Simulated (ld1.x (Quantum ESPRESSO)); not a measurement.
**La (Z = 57), RRKJ: configuration errors across variants**

- Element: lanthanum (La)
- Generator: ld1.x (Quantum ESPRESSO) 7.5
- Type: norm-conserving RRKJ (Kleinman–Bylander form)
- Functional: LDA (PZ)
- Relativity: scalar-relativistic
- Frozen core: [Kr] 4d10
- Valence charge: 11
- Reference configuration: 4f0 5s2 5p6 5d1 6s2 6p0
- Partial waves: 5p (bound): rc 2.55 bohr; 5d (bound): rc 2.85 bohr; 4f (bound, empty): rc 1.85 bohr; 5s (bound): rc 1.95 bohr
- Local potential: the s channel
- Core correction: none
- rho0: 0.001

Occupied shells without a wave of their own: 6s. They enter only through the test configuration that unscreens the potential.

All-electron excitation energies from the reference (eV): (1) 4f0 5s2 5p6 5d1 6s1 6p0 6.163; (2) 4f0 5s2 5p6 5d1 6s0 6p0 17.315; (3) 4f0 5s2 5p6 5d0 6s0 6p0 36.416; (4) 4f1 5s2 5p6 5d0 6s1 6p0 6.332; (5) 4f0 5s1 5p6 5d1 6s2 6p0 44.201; (6) 4f1 5s2 5p6 5d1 6s0 6p0 7.077; (7) 4f0 5s2 5p6 5d1 6s0 6p1 9.224; (8) 4f0 5s2 5p6 5d1 6s2 6p0 spin -0.097; (9) 4f0 5s2 5p6 5d1 6s1 6p0 spin 5.737.

Spin tests fill each open shell by Hund’s rule, majority spin first.

For the base: The 6s level has no wave, so the channel is fitted at the deeper level alone: the likely source of the large errors.

On the changes marked as counting shells twice: ld1.x takes every shell without a wave as core, so the model core holds the marked electrons as well and exchange and correlation see them twice. This cancels in the reference configuration, but the file is broken for other ones, and its errors say nothing about a proper core correction.

5 further variants failed, have other tests or too few solved ones, and are left out.

Errors AE − PS in meV (a dash: test not solved or not reliable):

| change | (1) | (2) | (3) | (4) | (5) | (6) | (7) | (8) | (9) | bound ghosts |
| --- | --- | --- | --- | --- | --- | --- | --- | --- | --- | --- |
| base | -213 | -566 | -801 | +307 | +62 | +231 | -414 | +2.7 | -203 | none |
| wave 4f (bound): rc 1.85 bohr becomes 4f (bound): rc 1.62 bohr | -213 | -566 | -801 | +176 | +62 | +122 | -414 | +2.7 | -203 | none |
| wave 5s (bound): rc 1.95 bohr becomes 5s (bound): rc 1.98 bohr | -261 | -693 | -983 | +278 | +69 | +184 | -516 | +2.6 | -250 | none |
| wave 5d (bound): rc 2.85 bohr becomes 5d (bound): rc 1.74 bohr | -213 | -565 | -806 | +322 | +68 | +234 | -414 | +1.9 | -204 | none |
| core correction a·sin(br)/r model core inside 1.04 bohr (6s counted twice) | -321 | -1101 | -1694 | -11 | -2.3 | -195 | -508 | -8.7 | -427 | none |
| all radii scaled by about 0.95 (s 1.86, p 2.44, d 2.72, f 1.76 bohr) | -174 | -463 | -656 | +271 | +50 | +215 | -341 | +2.6 | -165 | none |

Q: Give the same row for: wave 5d (bound): rc 2.85 bohr becomes 5d (bound): rc 4.20 bohr.

A: -215, -581, -695, +203, +12, +211, -421, +8.9, -191; bound ghosts: none.
